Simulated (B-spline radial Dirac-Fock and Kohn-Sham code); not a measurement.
# Elastic scattering of 59.5 eV electrons by the free strontium atom

The computed values come from an atomic code on a B-spline grid: relativistic (Dirac) partial waves in the static field of the Dirac-Fock atom with Furness-McCarthy exchange, without polarisation or absorption potentials. Below a few hundred eV the neglected polarisation potential matters, most of all at small angles.

Input of the calculation (task.json; shells as n, l, electrons):

```json
{"items": [{
  "Z": 38,
  "q": 0,
  "cfg": [[1, 0, 2], [2, 0, 2], [2, 1, 6], [3, 0, 2], [3, 1, 6], [3, 2, 10], [4, 0, 2], [4, 1, 6], [5, 0, 2]],
  "A": 88,
  "rrms": 4.224,
  "do": "elastic",
  "energies": [[59.5, 0]],
  "theta": [0, 0.5, 1, 2, 4, 8, 12, 16, 24, 32, 45, 60, 75, 90, 105, 120, 135, 150, 165, 180]
}]}
```

Launch: `python xray2_run.py task.json out`

```
θ (°)  dσ/dΩ (a₀²/sr)  Sherman function
    0             186             0.000
  0.5             186             0.000
    1             185             0.000
    2             182             0.000
    4             171             0.000
    8             136             0.001
   12            96.5             0.001
   16            64.9             0.003
   24            29.0             0.007
   32            12.3             0.013
   45            1.63             0.020
   60            1.19            -0.057
   75            2.10            -0.034
   90            1.15            -0.024
  105           0.218             0.019
  120          0.0505             0.135
  135          0.0428            -0.062
  150           0.333            -0.022
  165            1.16            -0.004
  180            1.67             0.000
```

**Question.** What integrated cross sections go with this distribution?

**Answer.** The total elastic cross section is 61.4 a₀², the first transport cross section 10.7 a₀² and the second, weighted with (3/2) sin²θ, 19.3 a₀². The mean deflection is ⟨1 − cos θ⟩ = 0.175, and 3.4 % of the collisions scatter beyond 90°.

On this grid of angles the cross section has minima near 60°, 135°, from interference among the few low partial waves with large phase shifts.
